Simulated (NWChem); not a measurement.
System: C$_{4}$H$_{5}$F; SMILES C=C=C(C)F

Input file for NWChem:

```
start job
memory heap 200 mb stack 900 mb global 1100 mb
geometry units angstroms noautoz
  C     -0.016785    -2.220122     0.000000
  C     -0.043255    -0.912638     0.000000
  C     -0.035650     0.400446     0.000000
  C      1.159398     1.285895     0.000000
  F     -1.194458     1.084533     0.000000
  H     -0.008220    -2.794673     0.934500
  H     -0.008220    -2.794673    -0.934500
  H      2.085749     0.698311     0.000000
  H      1.148415     1.937719    -0.888473
  H      1.148415     1.937719     0.888473
end
basis spherical
  C library def2-tzvp
  F library def2-tzvp
  H library def2-tzvp
end
dft
  xc hfexch
  iterations 150
  semidirect filesize 400000000
  mulliken
end
task dft energy
```

Geometry: optimised at PBE0/def2-SVP.

**Question.** Predict the main results of this run. (Hartree-Fock/def2-TZVP.) Quantities: basis functions; energy (Ha); highest occupied level (eV); orbital gap (eV); dipole (D).

**Answer.** number of basis functions: 185
energy (Ha): -253.85
highest occupied level (eV): -9.82
orbital gap (eV): 13.41
dipole (D): 1.87
